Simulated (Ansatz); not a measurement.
`C[SiH](C)[SiH3]` + H–F → `C[SiH](F)[SiH3]` + CH₄ at 500 K and 1 bar (ligand exchange at the Si–C bond).

Gas-phase electronic energies from Ansatz, PBE0-D4/def2-TZVP geometries. CCSD(T)/CBS is the MP2 limit (def2-TZVPP, def2-QZVPP) plus CCSD(T) − MP2 in def2-TZVPP, frozen cores. This one scheme is used for every species.

| species | CCSD(T)/CBS energy (Eh) | H − E (kJ/mol) | S (J/(mol·K)) |
| --- | --- | --- | --- |
| `C[SiH](C)[SiH3]` | -660.29548 | 337.2 | 446.4 |
| H–F | -100.39570 | 39.4 | 188.7 |
| `C[SiH](F)[SiH3]` | -720.28056 | 240.9 | 418.8 |
| CH₄ | -40.46206 | 135.6 | 206.8 |

H − E and S are ideal-gas, rigid-rotor, harmonic terms from PBE0-D4/def2-TZVP, for one conformer and one mirror image of each species. 1 Eh = 2625.50 kJ/mol, R = 8.31446 J/(mol·K).

Problem. By hand: ΔE, ΔH, ΔS and ΔG.

Solution. ΔE = (-720.28056) + (-40.46206) − (-660.29548) − (-100.39570) = -0.05144 Eh = -135.1 kJ/mol. Δ(H − E) = 240.9 + 135.6 − 337.2 − 39.4 = -0.1, so ΔH = -135.2 kJ/mol. ΔS = 418.8 + 206.8 − 446.4 − 188.7 = -9.5 J/(mol·K). ΔG = -135.2 − 500 × (-9.5)/1000 = -130.4 kJ/mol.

Problem. By hand: the equilibrium constant, and the temperature at which ΔG would vanish if ΔH and ΔS stayed fixed.

Solution. log₁₀ K = −ΔG/(RT ln 10) = 13.6. ΔG = 0 at ΔH/ΔS = 14232 K, far beyond where these terms or the molecules hold.

The number of gas molecules stays the same, so ΔS is small and ΔH decides. A doubt of 5 kJ/mol in ΔE shifts log₁₀ K by 0.5 here. Other conformers and mirror images would add mixing entropy, several J/(mol·K) or more a flexible species. These are equilibria of isolated gas molecules and say nothing of rates. Largest T1 diagnostic: 0.012 (customary marks: 0.02 for closed shells, 0.045 for open ones).
